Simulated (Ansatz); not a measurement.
`O[Si]([SiH3])(Cl)Cl` + `N[SiH2]C[SiH](N)F` → `O[Si](F)([SiH3])Cl` + `N[SiH2]C[SiH](N)Cl`  (redistribution)

Computed with Ansatz on PBE0-D4/def2-TZVP structures; ΔE is electronic, products minus reactants. CCSD(T)/CBS adds triple-zeta CCSD(T) − MP2 to the extrapolated MP2 energy (def2 sets, frozen cores). Functionals use def2-TZVPP. B3LYP here is the variant with VWN-RPA as its local correlation; programs differ in this. One conformer a species, not always the lowest.

(1) Is it downhill or uphill in electronic energy at CCSD(T)/CBS, and by how much? (Estimate.)

(2) What do these levels give: r2SCAN-D4, B3LYP-D4, ωB97X-V, B2PLYP, PBE0, HF/def2-TZVPP, MP2/def2-TZVPP, CCSD(T)/def2-TZVPP, HF/def2-QZVPP, SCS-MP2/def2-QZVPP, MP2/CBS(def2), CCSD/CBS(def2)? (An estimate is asked.)

Largest T1 diagnostic among the species: 0.012.

## Answers

(1) Ansatz gave: Downhill: ΔE = -4.6 kJ/mol.

(2) The calculation gave: r2SCAN-D4 -5.0, B3LYP-D4 -4.7, ωB97X-V -5.3, B2PLYP -2.7, PBE0 -2.8, HF/def2-TZVPP -3.3, MP2/def2-TZVPP -4.5, CCSD(T)/def2-TZVPP -4.8, HF/def2-QZVPP -3.4, SCS-MP2/def2-QZVPP -4.0, MP2/CBS(def2) -4.3, CCSD/CBS(def2) -4.4 kJ/mol.

The D4 term adds −3.3 kJ/mol with B3LYP and −1.8 kJ/mol with PBE0; it sums over pairs of atoms, weighted by their polarisabilities, and B3LYP, whose exchange is more repulsive, gets the larger term.
